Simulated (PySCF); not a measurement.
Computed with B3LYP-D3(BJ)/def2-TZVP (PySCF). All species are isolated molecules in the gas phase. B3LYP has the VWN-RPA correlation part, as in Gaussian. Delta-SCF ions had no search for a lower state. 

Reference species (SMILES): `[Br][Ga]([Br])[SiH3]` (neutral, multiplicity 1).

```
Quantity                                  Result
--------------------------------------  --------
vertical ionisation energy (Delta-SCF)   9.80 eV
LUMO                                    -2.38 eV
```

Changed species: `[Br][Ga]([Br])[Br]` (0 of 3 Br replaced by SiH3; the reference has 1 of 3 Br replaced by SiH3).

**Question.** Give the shifts of the vertical ionisation energy (Delta-SCF) and LUMO.

**Answer.** the vertical ionisation energy (Delta-SCF) goes up by 0.65 eV, to 10.45 eV; the LUMO drops by 0.30 eV, to -2.68 eV.
